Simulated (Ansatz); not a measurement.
One change: `C[Se][GeH2][Cl]` becomes `C[S][GeH2][Cl]`.

Ansatz, PBE0-D4/def2-TZVP geometries, multiplicity 1. Each molecule was computed in one conformer, which needn't be the lowest.

Scalar relativity is left out up to krypton. Spin–orbit coupling is left out; it splits and shifts lone-pair levels of the heavy atoms by tenths of an eV.

```json
{"property": "HOMO–LUMO gap (B3LYP/def2-TZVPP) / eV", "`C[Se][GeH2][Cl]`": "5.67"}
{"property": "LUMO energy (PBE0/def2-TZVPP) / eV", "`C[Se][GeH2][Cl]`": "-0.72"}
{"property": "ideal-gas entropy at 298 K and 1 bar (rigid rotor, harmonic PBE0-D4/def2-TZVP) / J/(mol·K)", "`C[Se][GeH2][Cl]`": "372"}
{"property": "LUMO energy (PBE/def2-TZVPP) / eV", "`C[Se][GeH2][Cl]`": "-1.60"}
{"property": "HOMO energy (ωB97M-V/def2-TZVPP) / eV", "`C[Se][GeH2][Cl]`": "-9.04"}
{"property": "size of the dipole moment (ωB97M-V/def2-TZVPP) / D", "`C[Se][GeH2][Cl]`": "1.74"}
```

(1) Give the same properties after the change, and the shifts. (An estimate is asked.)

Results:

(1) The calculation gave: 
```tsv
property	`C[S][GeH2][Cl]`	shift
HOMO–LUMO gap (B3LYP/def2-TZVPP) / eV	6.23	0.56
LUMO energy (PBE0/def2-TZVPP) / eV	-0.47	0.25
ideal-gas entropy at 298 K and 1 bar (rigid rotor, harmonic PBE0-D4/def2-TZVP) / J/(mol·K)	356	-16
LUMO energy (PBE/def2-TZVPP) / eV	-1.40	0.20
HOMO energy (ωB97M-V/def2-TZVPP) / eV	-9.41	-0.37
size of the dipole moment (ωB97M-V/def2-TZVPP) / D	1.75	0.01
```

With PBE0 the HOMO falls by 0.33 eV and the LUMO rises by 0.25 eV, so the gap widens by about 0.58 eV. PBE moves the HOMO by -0.25 eV and ωB97M-V by -0.37 eV. Dipoles are sizes alone; their direction can turn. Modes under 60 cm⁻¹, often nearly free rotors, make the harmonic entropy too high.

Positive LUMOs are unbound, so they and the gaps depend on the basis.

B3LYP here is the variant with VWN-RPA as its local correlation; programs differ in this.
